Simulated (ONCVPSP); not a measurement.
## nickel (Ni), ONCV: configuration errors across variants

nickel, optimised norm-conserving Vanderbilt (ONCV), made with ONCVPSP 4.0.1 (revPBE, fully relativistic). Core [Ne], reference 3s2 3p6 3d8 (charge +2). Waves: 3s: rc 1.20 bohr, ncon 5, nbas 9, qcut 7.6 1/bohr, 1 projector; 3p: rc 1.25 bohr, ncon 4, nbas 7, qcut 8.7 1/bohr, 2 projectors, debl 3.3 Ha; 3d: rc 0.95 bohr, ncon 4, nbas 9, qcut 14 1/bohr, 1 projector. Local part: polynomial inside 0.80 bohr (lpopt 1, dvloc0 0 Ha). Core correction: Teter function, fcfact 5, rcfact 1.8.

Open shells are filled in proportion to 2j + 1.

In the p channel the program set the typed energies aside and used -3.318, 0.250 Ha (j = l + 1/2; the other j can differ).

All-electron excitation energies from the reference (eV): (1) 3s2 3p6 3d8 4s2 -26.402; (2) 3s2 3p6 3d8 4s1 -17.181; (3) 3s2 3p6 3d7 37.349; (4) 3s2 3p6 3d8 4s1 4p1 -21.834.

Errors AE − PS in meV (a dash: test not solved or not reliable):

| change | (1) | (2) | (3) | (4) | bound ghosts | GHOST(+) flags above zero |
| --- | --- | --- | --- | --- | --- | --- |
| base | +898 | +585 | +1.4 | +498 | none | none |
| s: qcut 5; p: qcut 5.7; d: qcut 9.2 | +1094 | +716 | -2.2 | +610 | none | p3/2, p1/2 |
| s: qcut 5.7; p: qcut 6.5; d: qcut 10.4 | +1118 | +729 | -0.8 | +623 | none | none |
| s: qcut 6.8; p: qcut 7.8; d: qcut 12.6 | +1020 | +667 | +0.8 | +569 | none | none |
| s: qcut 7.7; p: qcut 8.9; d: qcut 14.2 | +882 | +574 | +1.5 | +490 | none | none |
| s: qcut 8.5; p: qcut 9.7; d: qcut 15.6 | +751 | +490 | +1.7 | +416 | none | p1/2 |
| s: qcut 9.4; p: qcut 10.8; d: qcut 17.4 | +615 | +400 | +1.7 | +340 | none | none |
| s: qcut 11; p: qcut 12.6; d: qcut 20.3 | +424 | +275 | +1.5 | +234 | none | none |

**Question.** Give the same row for: s: qcut 10.2; p: qcut 11.7; d: qcut 18.9.

**Answer.** +512, +332, +1.6, +283; bound ghosts: none; GHOST(+) flags above zero: none.
